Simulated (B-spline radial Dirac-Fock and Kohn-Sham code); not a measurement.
## Binding energies of Er⁴⁴⁺ at several levels of theory

System: Er⁴⁴⁺ in the configuration [Ar] 3d6.

The density-functional columns are spherical, spin-unpolarised Dirac-Kohn-Sham results without Breit or QED terms: −ε is minus the orbital energy of the initial state and ΔSCF the difference of two total energies. The reference in the last column comes from Dirac-Fock ΔSCF + Breit + QED. All numbers are from an atomic code on a B-spline grid, in eV; a selection of levels is shown. The Kohn-Sham columns are given as differences from the reference. For the 1s level of heavy atoms much of the gap between ΔSCF and the reference is the Breit and QED part, -264.2 eV here; for other levels the error of the functional can be larger.

```csv
level,LDA −ε − DF,LDA ΔSCF − DF,Dirac-Fock
1s,-280.9,+252.6,59960.2
2s,-173.8,-49.0,12164.8
2p1/2,-132.2,+18.8,11688.2
2p3/2,-140.7,-3.6,10772.5
3s,-84.8,-31.8,4382.1
3p1/2,-63.2,-7.3,4180.7
3p3/2,-63.8,-10.8,3966.0
3d,-57.6,+2.5,3642.5
```

Values without a named source are computed, but for edge energies of neutral atoms, which are taken from tables.
